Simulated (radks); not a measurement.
Results of a calculation; reference values are marked as such.
Task: These are the eigenvalues of the occupied orbitals of an atom or ion with whole-number occupations (Ry). Level of theory: scalar-relativistic Kohn-Sham, LDA (Slater exchange, Perdew-Wang correlation), spin-polarised, spherical densities, finite nucleus; Fermi nuclear charge, rms radius of each element as measured or else 0.836 A^(1/3) + 0.57 fm (a radial shooting solver on a logarithmic mesh with Libxc functionals).

orbital  eigenvalue
1s up     -35.04945
1s down   -34.94588
2s up      -6.54345

Which element is it, and in what charge state? The configuration may be excited. Open shells, if any, are filled with parallel spins first.

Result: Z = 7, nitrogen, charge +4: N4+ in [He] 2s1. The list shows which subshells hold electrons but not how many an open one holds; the 1s level, -17.525 hartree, gives Z - s = 5.9 by -(Z - s)^2/2, which with screening and relativity narrows Z to a few neighbours, and the depths of the outer levels then fix element, charge and occupations together.
